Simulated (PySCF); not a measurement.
## The third ionisation energy along the noble gases

All values are computed (PySCF 2.14, energy differences of UHF-based or UKS calculations, no spin-orbit coupling). Values in eV. The last column holds reference values (NIST; (s) semi-empirical, (t) theoretical, else measured). Unmarked ones compare directly (S terms, centres of terms, or small fine structure); those marked * lie between the lowest fine-structure levels and include a spin-orbit shift.

```csv
element,configurations,LDA,PBE,PBE0,r2SCAN,SCS-MP2 (valence),SCS-MP2 (valence and next inner shell),reference
"Ne (aug-cc-pwCVQZ, non-relativistic)",[He] 2s2 2p4 → [He] 2s2 2p3,63.651,63.890,63.740,63.629,63.349,63.373,63.423 *
"Ar (aug-cc-pwCVQZ, non-relativistic)",[Ne] 3s2 3p4 → [Ne] 3s2 3p3,40.858,40.726,40.725,40.697,40.475,40.521,40.735 ± 0.012 (s) *
"Xe (aug-cc-pwCVQZ-PP with ECP28MDF, ECP)",[Kr] 4d10 5s2 5p4 → [Kr] 4d10 5s2 5p3,30.830,30.493,30.515,30.537,30.268,30.450,31.05 ± 0.04 (s) *
```

"Valence" correlates the outer s and p shells and, in groups 3 to 12 and the f block, the outer d or f shell, open or full, or the next shell where the ion has no valence electron left; the wider scheme adds the next inner shell.
